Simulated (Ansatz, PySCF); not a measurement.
Reaction (SMILES): CC[N](C)[GeH3] → CC[N][GeH3] + [CH3] (CH3) (the C-N bond at the site shown breaks; other sites are not compared here)
Each molecule is optimised on its own at B3LYP-D3(BJ)/def2-TZVP (Ansatz, a quantum-chemistry and plane-wave program), one conformer each, not searched for the lowest. Frequencies are from PySCF.

Wanted: bond dissociation energy (enthalpy at 298 K, with B3LYP-D3(BJ) rigid-rotor harmonic-oscillator terms), in kJ/mol. Valence correlation only, unless marked. UHF or UKS for open shells. Spin-orbit coupling is left out. The frozen core is the preceding noble-gas configuration, with the filled d and f shells of earlier blocks. Non-relativistic. CBS(X,Y): correlation extrapolated as X^-3; Hartree-Fock from the larger set.

| level | program | bond dissociation energy (kJ/mol) |
|---|---|---|
| SVWN5/def2-TZVPD | Ansatz | 414.4 |
| PBE-D3(BJ)/def2-TZVPD | Ansatz + dftd3 | 331.4 |
| PBE-D4/def2-TZVPD | Ansatz + dftd4 | 332.0 |
| r2SCAN/def2-TZVPD | Ansatz | 298.3 |
| B97M-V/def2-TZVPD | Ansatz | (withheld) |
| PBE0-D3(BJ)/def2-TZVP | Ansatz + dftd3 | 329.5 |
| PBE0-D3(BJ)/def2-TZVPD | Ansatz + dftd3 | 329.0 |
| BHLYP-D3(BJ)/def2-TZVPD | Ansatz + dftd3 | (withheld) |
| r2SCANh-D4/def2-TZVPD | Ansatz + dftd4 | 301.7 |
| HSE06/def2-TZVPD | Ansatz | 319.7 |
| CAM-B3LYP-D3(BJ)/def2-TZVPD | Ansatz + dftd3 | 323.3 |
| LC-wPBE-D3(BJ)/def2-TZVPD | Ansatz + dftd3 | (withheld) |
| SCS-MP2/STO-3G | Ansatz | 353.6 |
| CCSD/STO-3G | Ansatz | 347.2 |
| CCSD/cc-pVTZ | Ansatz | 321.5 |
| CCSD(T)/CBS(cc-pVTZ,cc-pVQZ) | Ansatz | (withheld) |

Task: Fill in the missing entries.

Result: 
- B97M-V/def2-TZVPD, bond dissociation energy (kJ/mol): 320.0
- BHLYP-D3(BJ)/def2-TZVPD, bond dissociation energy (kJ/mol): 306.3
- LC-wPBE-D3(BJ)/def2-TZVPD, bond dissociation energy (kJ/mol): 333.7
- CCSD(T)/CBS(cc-pVTZ,cc-pVQZ), bond dissociation energy (kJ/mol): 343.5
